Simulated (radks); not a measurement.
Results of a calculation; reference values are marked as such.
These are the eigenvalues of the occupied orbitals of an atom or ion with whole-number occupations (hartree). Level of theory: non-relativistic Kohn-Sham, SCAN, spin-polarised, spherical densities, point nucleus; meta-GGA in the generalised Kohn-Sham scheme (a radial shooting solver on a logarithmic mesh with Libxc functionals).

1s down: -196.5631
1s up: -196.5618
2s up: -22.23677
2s down: -22.17787
2p up: -18.71452
2p down: -18.67116
3s up: -2.78412
3s down: -2.62124
3p up: -1.81883
3p down: -1.65703
3d up: -0.36444

Which element is it, and in what charge state? The configuration may be excited. Open shells, if any, are filled with parallel spins first.

Answer. Z = 23, vanadium, charge +1: V+ in [Ar] 3d4. The list shows which subshells hold electrons but not how many an open one holds; the 1s level, -196.56 hartree, gives Z - s = 19.8 by -(Z - s)^2/2, which with screening narrows Z to a few neighbours, and the depths of the outer levels then fix element, charge and occupations together.
